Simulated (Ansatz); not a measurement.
Harmonic frequencies (cm⁻¹) at PBE0-D4/def2-TZVP from Ansatz: 211, 238, 491, 550, 692, 736, 785, 913, 925, 2222, 2227, 3478.

Each molecule was computed in one conformer, which needn't be the lowest.

Problem. Which molecule is it?
A. `[NH][SiH2]Cl`•
B. `N#[C][Ge]([F])[Cl]`•
C. `S[Si](Cl)Cl`•
D. `[F][Ge]([SH])[Cl]`•

Solution. A.
